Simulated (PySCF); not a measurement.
Vertical excitations of a molecule C2H6BBrO from TDA-PBE/def2-SVPD run with PySCF 2.14.0, as energy in eV (oscillator strength): 5.83 (0.001), 6.42 (0.072), 6.56 (0.026), 6.63 (0.036), 6.77 (0.034), 7.08 (0.021), 7.22 (0.022), 7.25 (0.009), 7.40 (0.019), 7.70 (0.003). Lowest triplet (TDA): 5.67 eV. The structure is a stationary point at B3LYP-D3(BJ)/def2-SVP. The values are those of a single conformer.

Task: Pick the molecule that these values belong to.
(A) COB(C)Br
(B) CCB(O)Br
(C) CCOBBr

Result: B, CCB(O)Br
